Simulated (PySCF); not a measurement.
# `FB([C@H](C(OC)=O)C)F`, C$_{4}$H$_{7}$BF$_{2}$O$_{2}$

Molfile (atoms numbered from 1):
```
C4H7BF2O2
     RDKit          3D

 16 15  0  0  0  0  0  0  0  0999 V2000
    2.6350   -0.7343   -0.1284 C   0  0  0  0  0  0  0  0  0  0  0  0
    1.2880   -0.4739   -0.5087 O   0  0  0  0  0  0  0  0  0  0  0  0
    0.5140    0.1081    0.4090 C   0  0  0  0  0  0  0  0  0  0  0  0
    0.8921    0.4403    1.4984 O   0  0  0  0  0  0  0  0  0  0  0  0
   -0.9131    0.2677   -0.1069 C   0  0  2  0  0  0  0  0  0  0  0  0
   -1.5678    1.5022    0.5224 C   0  0  0  0  0  0  0  0  0  0  0  0
   -1.6906   -1.0880    0.1944 B   0  0  0  0  0  0  0  0  0  0  0  0
   -2.7719   -1.1504    0.9359 F   0  0  0  0  0  0  0  0  0  0  0  0
   -1.2960   -2.2474   -0.2850 F   0  0  0  0  0  0  0  0  0  0  0  0
    2.6637   -1.2652    0.8246 H   0  0  0  0  0  0  0  0  0  0  0  0
    3.0605   -1.3440   -0.9209 H   0  0  0  0  0  0  0  0  0  0  0  0
    3.1861    0.2029   -0.0281 H   0  0  0  0  0  0  0  0  0  0  0  0
   -0.8314    0.3835   -1.1927 H   0  0  0  0  0  0  0  0  0  0  0  0
   -1.5088    1.4351    1.6050 H   0  0  0  0  0  0  0  0  0  0  0  0
   -1.0554    2.4069    0.2058 H   0  0  0  0  0  0  0  0  0  0  0  0
   -2.6121    1.5654    0.2314 H   0  0  0  0  0  0  0  0  0  0  0  0
  1  2  1  0
  2  3  1  0
  3  4  2  0
  3  5  1  0
  5  6  1  0
  5  7  1  0
  7  8  1  0
  7  9  1  0
  1 10  1  0
  1 11  1  0
  1 12  1  0
  5 13  1  6
  6 14  1  0
  6 15  1  0
  6 16  1  0
M  END
```

Method used: GIAO HF/pcSseg-1 magnetisability, rotational g tensor and spin-rotation constants, non-relativistic, gas phase (PySCF 2.14.0). Geometry: GFN2-xTB.

**Question.** How diamagnetic is it, and how anisotropic?

**Answer.** Isotropic -1243 × 10⁻³⁰ J/T², or -74.8 × 10⁻⁶ cm³/mol; principal values -1333, -1273, -1122 × 10⁻³⁰ J/T², anisotropy 188 × 10⁻³⁰ J/T² (root of half the summed squared differences of the principal values). The susceptibility is in cgs units.

**Question.** Split it along the inertial axes a, b, c into diamagnetic and paramagnetic parts about the centre of mass, with the quadrupole moment.

**Answer.** 
```tsv
axis	χ (10⁻⁶ cm³/mol)	diamagnetic (10⁻⁶ cm³/mol)	paramagnetic (10⁻⁶ cm³/mol)	summed x² of all electrons (Å²)	quadrupole Θ (D Å)
a	-76.2	-596.4	520.2	225.1	+5.11
b	-74.3	-1105.0	1030.7	105.3	-4.45
c	-74.0	-1401.7	1327.6	35.3	-0.66
```
Anisotropies 2χaa − χbb − χcc = -4.1 and 2χbb − χaa − χcc = +1.7 × 10⁻⁶ cm³/mol. Θ is traceless in Buckingham's convention.

**Question.** And the rotational g tensor?

**Answer.** 
| axis | rotational constant (GHz) | g | nuclear part | electronic part |
| --- | --- | --- | --- | --- |
| a | 2.3805 | -0.0211 | 0.5607 | -0.5818 |
| b | 1.1343 | -0.0081 | 0.5412 | -0.5493 |
| c | 0.8818 | -0.0073 | 0.5427 | -0.5500 |

Asymmetric top; isotopes 11B, 12C, 19F, 1H, 16O; no vibrational averaging.
